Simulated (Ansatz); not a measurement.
Level of theory: r2SCAN-D4/def2-SVP in Ansatz (an electronic-structure program). No frequencies were computed at this level.

Ansatz 0.2 input:
```yaml
crystal:
  periodic: [false, false, false]
  atoms:
    - { symbol: Zn, position_ang: [0.059173, -0.316181, 0.494144] }
    - { symbol: O, position_ang: [-1.418338, 0.525228, 0.764385] }
    - { symbol: H, position_ang: [-2.187433, 0.224088, 1.242154] }
    - { symbol: S, position_ang: [2.007389, -0.01657, -0.515888] }
    - { symbol: H, position_ang: [2.568666, -1.177955, -0.226186] }
basis:
  gaussian: { orbitals: def2-svp }
hamiltonian:
  xc: r2scan
  dispersion: d4
relax:
  max_steps: 150
```

Output:

```
Functional definition: r2SCAN
822 factors; their error is unknown
mean field evaluation 1: about -61313.3695 eV, gradient 6.8e1 eV
mean field evaluation 2: about -61225.2410 eV, gradient 1.9e2 eV
mean field evaluation 4: about -61320.7432 eV, gradient 2.2e1 eV
mean field evaluation 8: about -61321.6174 eV, gradient 6.0e-2 eV
mean field evaluation 16: about -61321.5682 eV, gradient 3.4e-5 eV
mean field -61321.56823898 eV, -2253.5260675308 hartree, gradient 3.4e-5 eV, S^2 0.000000; 0 other end points of the search recorded, 0 dependent functions left out
reference -61321.56825257 eV, -2253.5260680301 hartree; 28, 28 occupied and 45, 45 virtual orbitals, 822 factors
relax step   1: F+E_penalty+E_count = -61321.58586350 eV  Δ(F+E_penalty+E_count) = +0.000e0 eV  max|allowed force component| = 1.486e0 eV/Å  Δτ_max = 0.0000 Å  (28 SCF iters, accepted)
these checks for a lower state are left out or cut short: starts, cluster_reference, orbital_swaps, neighbouring_geometries, increment
822 factors; their error is unknown
mean field -61321.75336545 eV, -2253.5328708028 hartree, gradient 1.8e-5 eV, S^2 0.000000; 0 other end points of the search recorded, 0 dependent functions left out
reference -61321.75337900 eV, -2253.5328713008 hartree; 28, 28 occupied and 45, 45 virtual orbitals, 822 factors
relax step   2: F+E_penalty+E_count = -61321.77073280 eV  Δ(F+E_penalty+E_count) = -1.849e-1 eV  max|allowed force component| = 3.463e-1 eV/Å  Δτ_max = 0.1999 Å  (30 SCF iters, accepted)
these checks for a lower state are left out or cut short: starts, cluster_reference, orbital_swaps, neighbouring_geometries, increment
822 factors; their error is unknown
mean field -61321.82308353 eV, -2253.5354328953 hartree, gradient 8.4e-6 eV, S^2 0.000000; 0 other end points of the search recorded, 0 dependent functions left out
reference -61321.82309694 eV, -2253.5354333880 hartree; 28, 28 occupied and 45, 45 virtual orbitals, 822 factors
relax step   3: F+E_penalty+E_count = -61321.84038533 eV  Δ(F+E_penalty+E_count) = -6.965e-2 eV  max|allowed force component| = 5.997e-1 eV/Å  Δτ_max = 0.1949 Å  (30 SCF iters, accepted)
these checks for a lower state are left out or cut short: starts, cluster_reference, orbital_swaps, neighbouring_geometries, increment
822 factors; their error is unknown
mean field evaluation 32: about -61321.9089 eV, gradient 7.4e-2 eV
mean field -61321.85804464 eV, -2253.5367176923 hartree, gradient 2.0e-5 eV, S^2 0.000000; 0 other end points of the search recorded, 0 dependent functions left out
reference -61321.85805809 eV, -2253.5367181865 hartree; 28, 28 occupied and 45, 45 virtual orbitals, 822 factors
relax step   4: F+E_penalty+E_count = -61321.87538776 eV  Δ(F+E_penalty+E_count) = -3.500e-2 eV  max|allowed force component| = 3.799e-1 eV/Å  Δτ_max = 0.1018 Å  (30 SCF iters, accepted)
these checks for a lower state are left out or cut short: starts, cluster_reference, orbital_swaps, neighbouring_geometries, increment
822 factors; their error is unknown
mean field -61321.87264130 eV, -2253.5372541097 hartree, gradient 8.6e-5 eV, S^2 0.000000; 0 other end points of the search recorded, 0 dependent functions left out
reference -61321.87265470 eV, -2253.5372546020 hartree; 28, 28 occupied and 45, 45 virtual orbitals, 822 factors
relax step   5: F+E_penalty+E_count = -61321.89008226 eV  Δ(F+E_penalty+E_count) = -1.469e-2 eV  max|allowed force component| = 2.806e-1 eV/Å  Δτ_max = 0.1070 Å  (26 SCF iters, accepted)
these checks for a lower state are left out or cut short: starts, cluster_reference, orbital_swaps, neighbouring_geometries, increment
822 factors; their error is unknown
mean field -61321.87862115 eV, -2253.5374738649 hartree, gradient 7.0e-5 eV, S^2 0.000000; 0 other end points of the search recorded, 0 dependent functions left out
reference -61321.87863464 eV, -2253.5374743608 hartree; 28, 28 occupied and 45, 45 virtual orbitals, 822 factors
relax step   6: F+E_penalty+E_count = -61321.89606230 eV  Δ(F+E_penalty+E_count) = -5.980e-3 eV  max|allowed force component| = 3.100e-1 eV/Å  Δτ_max = 0.0523 Å  (28 SCF iters, accepted)
these checks for a lower state are left out or cut short: starts, cluster_reference, orbital_swaps, neighbouring_geometries, increment
822 factors; their error is unknown
mean field -61321.88243599 eV, -2253.5376140579 hartree, gradient 7.7e-5 eV, S^2 0.000000; 0 other end points of the search recorded, 0 dependent functions left out
reference -61321.88244948 eV, -2253.5376145535 hartree; 28, 28 occupied and 45, 45 virtual orbitals, 822 factors
relax step   7: F+E_penalty+E_count = -61321.89987441 eV  Δ(F+E_penalty+E_count) = -3.812e-3 eV  max|allowed force component| = 2.008e-1 eV/Å  Δτ_max = 0.0344 Å  (25 SCF iters, accepted)
these checks for a lower state are left out or cut short: starts, cluster_reference, orbital_swaps, neighbouring_geometries, increment
822 factors; their error is unknown
mean field -61321.89791035 eV, -2253.5381827301 hartree, gradient 6.6e-5 eV, S^2 0.000000; 0 other end points of the search recorded, 0 dependent functions left out
reference -61321.89792382 eV, -2253.5381832250 hartree; 28, 28 occupied and 45, 45 virtual orbitals, 822 factors
relax step   8: F+E_penalty+E_count = -61321.91533833 eV  Δ(F+E_penalty+E_count) = -1.546e-2 eV  max|allowed force component| = 1.392e-1 eV/Å  Δτ_max = 0.2000 Å  (30 SCF iters, accepted)
these checks for a lower state are left out or cut short: starts, cluster_reference, orbital_swaps, neighbouring_geometries, increment
822 factors; their error is unknown
mean field evaluation 64: about -61321.9051 eV, gradient 6.9e-5 eV
mean field -61321.90514969 eV, -2253.5384487709 hartree, gradient 6.9e-5 eV, S^2 0.000000; 0 other end points of the search recorded, 0 dependent functions left out
reference -61321.90516315 eV, -2253.5384492654 hartree; 28, 28 occupied and 45, 45 virtual orbitals, 822 factors
relax step   9: F+E_penalty+E_count = -61321.92257412 eV  Δ(F+E_penalty+E_count) = -7.236e-3 eV  max|allowed force component| = 5.354e-2 eV/Å  Δτ_max = 0.0987 Å  (32 SCF iters, accepted)
these checks for a lower state are left out or cut short: starts, cluster_reference, orbital_swaps, neighbouring_geometries, increment
822 factors; their error is unknown
mean field -61321.90774165 eV, -2253.5385440238 hartree, gradient 7.9e-5 eV, S^2 0.000000; 0 other end points of the search recorded, 0 dependent functions left out
reference -61321.90775516 eV, -2253.5385445201 hartree; 28, 28 occupied and 45, 45 virtual orbitals, 822 factors
relax step  10: F+E_penalty+E_count = -61321.92516727 eV  Δ(F+E_penalty+E_count) = -2.593e-3 eV  max|allowed force component| = 5.065e-2 eV/Å  Δτ_max = 0.1412 Å  (32 SCF iters, accepted)
these checks for a lower state are left out or cut short: starts, cluster_reference, orbital_swaps, neighbouring_geometries, increment
822 factors; their error is unknown
mean field -61321.90564302 eV, -2253.5384669006 hartree, gradient 6.6e-6 eV, S^2 0.000000; 0 other end points of the search recorded, 0 dependent functions left out
reference -61321.90565648 eV, -2253.5384673953 hartree; 28, 28 occupied and 45, 45 virtual orbitals, 822 factors
relax step  11: F+E_penalty+E_count = -61321.92306506 eV  Δ(F+E_penalty+E_count) = +2.102e-3 eV  max|allowed force component| = 1.652e-1 eV/Å  Δτ_max = 0.0734 Å  (30 SCF iters, rejected (line search))
these checks for a lower state are left out or cut short: starts, cluster_reference, orbital_swaps, neighbouring_geometries, increment
822 factors; their error is unknown
mean field -61321.90825864 eV, -2253.5385630227 hartree, gradient 8.8e-5 eV, S^2 0.000000; 0 other end points of the search recorded, 0 dependent functions left out
reference -61321.90827214 eV, -2253.5385635188 hartree; 28, 28 occupied and 45, 45 virtual orbitals, 822 factors
relax step  12: F+E_penalty+E_count = -61321.92568218 eV  Δ(F+E_penalty+E_count) = -5.149e-4 eV  max|allowed force component| = 6.303e-2 eV/Å  Δτ_max = 0.0360 Å  (27 SCF iters, accepted)
these checks for a lower state are left out or cut short: starts, cluster_reference, orbital_swaps, neighbouring_geometries, increment
822 factors; their error is unknown
mean field -61321.90831694 eV, -2253.5385651652 hartree, gradient 7.7e-5 eV, S^2 0.000000; 0 other end points of the search recorded, 0 dependent functions left out
reference -61321.90833043 eV, -2253.5385656610 hartree; 28, 28 occupied and 45, 45 virtual orbitals, 822 factors
relax step  13: F+E_penalty+E_count = -61321.92573941 eV  Δ(F+E_penalty+E_count) = -5.723e-5 eV  max|allowed force component| = 2.577e-2 eV/Å  Δτ_max = 0.0034 Å  (27 SCF iters, accepted)
these checks for a lower state are left out or cut short: starts, cluster_reference, orbital_swaps, neighbouring_geometries, increment
822 factors; their error is unknown
mean field -61321.90832962 eV, -2253.5385656310 hartree, gradient 8.7e-6 eV, S^2 0.000000; 0 other end points of the search recorded, 0 dependent functions left out
reference -61321.90834311 eV, -2253.5385661270 hartree; 28, 28 occupied and 45, 45 virtual orbitals, 822 factors
relax step  14: F+E_penalty+E_count = -61321.92575403 eV  Δ(F+E_penalty+E_count) = -1.462e-5 eV  max|allowed force component| = 4.177e-3 eV/Å  Δτ_max = 0.0023 Å  (24 SCF iters, accepted)
822 factors; their error is unknown
mean field evaluation 96: about -61313.9579 eV, gradient 6.8e1 eV
mean field -61321.90832962 eV, -2253.5385656310 hartree, gradient 8.6e-6 eV, S^2 0.000000; 1 other end points of the search recorded, 0 dependent functions left out
reference -61321.90834311 eV, -2253.5385661270 hartree; 28, 28 occupied and 45, 45 virtual orbitals, 822 factors
Total energy: -61321.92576753 eV, -2253.5392064625 hartree
Atom 0 at     0.120564     0.115294     0.276080 Å, force     0.002298    -0.000502     0.000484 eV/Å
Atom 1 at    -1.342039     0.484973     1.194267 Å, force    -0.004177    -0.000376     0.000778 eV/Å
Atom 2 at    -2.122613    -0.019167     0.932097 Å, force     0.000959     0.000789     0.000456 eV/Å
Atom 3 at     1.979426    -0.206336    -0.767935 Å, force     0.001229     0.001601    -0.003921 eV/Å
Atom 4 at     2.394119    -1.136155     0.124100 Å, force    -0.000308    -0.001512     0.002203 eV/Å
Dipole moment:    -0.181700    -0.318633     0.012953 e Å
```

Cost: about 40 core-seconds (a rough figure).
